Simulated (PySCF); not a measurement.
Job file and geometry (Å, from GFN2-xTB) of an NMR shielding run on SMILES CC#C[SiH2]C#CB(C)C, C7H11BSi, GIAO PBE0/pcSseg-1 NMR shielding, non-relativistic, gas phase in PySCF; density fitting, a coarse starting grid and PySCF grid level 2 are the driver's defaults:

```
$ OMP_NUM_THREADS=1 python probes_run.py task.json out

{"job": {"kind": "nmr", "xc": "PBE0", "basis": "pcSseg-1"}, "charge": 0, "multiplicity": 1}
C      4.648419     0.371729    -1.334291
C      3.645653    -0.088893    -0.399634
C      2.807994    -0.471241     0.376929
Si     1.530022    -1.070407     1.565405
C     -0.113448    -0.556908     0.888877
C     -1.193683    -0.226926     0.442356
B     -2.534184     0.176593    -0.113514
C     -3.367641    -0.866326    -0.957436
C     -3.084365     1.632300     0.157016
H      5.633341     0.014028    -1.033593
H      4.661105     1.461407    -1.360365
H      4.425469    -0.003085    -2.333407
H      1.592200    -2.536903     1.648340
H      1.737553    -0.437855     2.875940
H     -3.053717    -0.792400    -1.999667
H     -4.438052    -0.673926    -0.939520
H     -3.197306    -1.898378    -0.658308
H     -2.298228     2.381363     0.225741
H     -3.596549     1.635709     1.120469
H     -3.809730     1.960800    -0.584070
```

Q: Write the output of this run.

A: 
```
coarse grid: 17136 points
cycle   1  E = -586.9342675019  dE =  8.162e-01  |g| = 5.990e-01  |ddm| = 4.223e+00
cycle   2  E = -586.9208439816  dE =  1.342e-02  |g| = 6.334e-01  |ddm| = 1.357e+00
cycle   3  E = -587.0238585750  dE = -1.030e-01  |g| = 1.571e-01  |ddm| = 7.131e-01
cycle   4  E = -587.0297392177  dE = -5.881e-03  |g| = 4.514e-02  |ddm| = 1.329e-01
cycle   5  E = -587.0301934048  dE = -4.542e-04  |g| = 1.570e-02  |ddm| = 4.142e-02
cycle   6  E = -587.0302437821  dE = -5.038e-05  |g| = 6.805e-03  |ddm| = 1.516e-02
cycle   7  E = -587.0302558143  dE = -1.203e-05  |g| = 1.013e-03  |ddm| = 5.326e-03
cycle   8  E = -587.0302560548  dE = -2.405e-07  |g| = 1.615e-04  |ddm| = 7.722e-04
final grid: 160688 points
cycle   9  E = -587.0828784270  dE = -3.704e-05  |g| = 8.078e-03  |ddm| = 4.772e-02
cycle  10  E = -587.0828753443  dE =  3.083e-06  |g| = 8.795e-03  |ddm| = 1.515e-02
cycle  11  E = -587.0828940704  dE = -1.873e-05  |g| = 2.259e-03  |ddm| = 7.684e-03
cycle  12  E = -587.0828954030  dE = -1.333e-06  |g| = 2.416e-04  |ddm| = 1.705e-03
cycle  13  E = -587.0828954143  dE = -1.126e-08  |g| = 1.030e-04  |ddm| = 2.809e-04
cycle  14  E = -587.0828954165  dE = -2.287e-09  |g| = 4.769e-05  |ddm| = 1.306e-04
cycle  15  E = -587.0828954171  dE = -5.093e-10  |g| = 1.516e-05  |ddm| = 4.316e-05
converged SCF energy = -587.0828954171

GIAO shielding tensors (ppm)
atom      isotropic    diamagn.    paramagn.     s11        s22        s33       span
  0 C      180.777     252.130     -71.353    172.268    172.445    197.618     25.349
  1 C       72.655     276.850    -204.195    -24.262    -22.799    265.025    289.287
  2 C      108.408     258.496    -150.088     25.252     30.095    269.878    244.627
  3 Si     443.616     883.949    -440.333    438.867    441.212    450.768     11.901
  4 C       50.486     269.260    -218.774    -21.050     15.483    157.024    178.074
  5 C       60.325     263.453    -203.128    -61.737    -35.384    278.097    339.834
  6 B       27.556     192.553    -164.997    -55.426     13.955    124.140    179.565
  7 C      169.254     253.248     -83.993    144.595    175.223    187.945     43.351
  8 C      169.516     253.654     -84.138    144.903    175.728    187.918     43.014
  9 H       29.640      22.665       6.975     24.668     27.760     36.492     11.824
 10 H       29.617      30.506      -0.889     24.669     27.994     36.189     11.521
 11 H       29.613      31.261      -1.648     24.643     28.063     36.133     11.491
 12 H       26.836      29.235      -2.399     23.453     25.371     31.685      8.232
 13 H       26.862      29.287      -2.425     23.571     25.332     31.684      8.112
 14 H       31.064      31.882      -0.818     27.441     29.266     36.485      9.043
 15 H       30.534      28.176       2.359     26.875     29.682     35.046      8.171
 16 H       30.505      31.851      -1.346     26.373     30.010     35.133      8.760
 17 H       30.499      34.133      -3.634     26.363     29.969     35.165      8.802
 18 H       31.080      29.263       1.818     27.331     29.207     36.703      9.372
 19 H       30.528      29.729       0.800     26.999     29.675     34.910      7.912
```

Size and cost of the density-fitted run: 215 basis functions, 41 s wall time on 1 thread of an Arm Neoverse V1, shared host; peak memory 0.95 GiB.
